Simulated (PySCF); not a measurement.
Computed XPS line lists of a few unrelated compounds.

Theory: delta-SCF UKS SCAN, pcX-2 on the ionised atom, pcseg-1 elsewhere, spin-free X2C (PySCF). Geometries: PBE0-D3(BJ)/def2-SVP; isolated species, one conformer each.

Line lists (1s up to Mg, 2p3/2 beyond; areas count atoms within a level, one atom standing for each set equivalent by bonding):
1. C 1s: 289.36 (area 2), 290.64 (area 1), 292.17 (area 1) eV; O 1s: 537.61 eV; Si 2p3/2: 106.36 (area 1), 106.74 (area 1) eV
2. C 1s: 283.57 eV
3. C 1s: 294.66 eV; O 1s: 538.16 (area 1), 539.14 (area 1) eV; Si 2p3/2: 105.96 (area 1), 106.03 (area 2), 106.95 (area 1) eV

Structures:
A. `O=CO[SiH]1[SiH2][SiH2][SiH2]1`
B. `C1=C[CH-]C=C1`
C. `CCO[SiH]1C[SiH2]C1`

Problem. Match each list to its structure.

Solution. 
- 1 = C: no other candidate has these counts of sites. C 1s: 289.36 sp3 carbon bound to silicon (×2), 290.64 methyl carbon, 292.17 sp3 carbon bound to oxygen; O 1s: 537.61 silyl ether oxygen; Si 2p3/2: 106.36 SiH2 silicon, 106.74 oxygen-bound silicon.
- 2 = B: no other candidate has this set of levels. C 1s: 283.57 aromatic CH carbon (×5).
- 3 = A: no other candidate has these counts of sites. C 1s: 294.66 carbonyl carbon; O 1s: 538.16 carbonyl oxygen, 539.14 oxygen singly bound to a carbonyl carbon; Si 2p3/2: 105.96 SiH2 silicon, 106.03 SiH2 silicon (×2), 106.95 oxygen-bound silicon.

2p3/2 and 2p1/2 are the ΔSCF energy of one spin-free 2p hole plus the eigenvalues of a spin–orbit and ligand-field matrix of the shell. 1 of these hole states is spin-contaminated (⟨S²⟩ 0.92, against 0.75; counted from 0.85) and less certain.
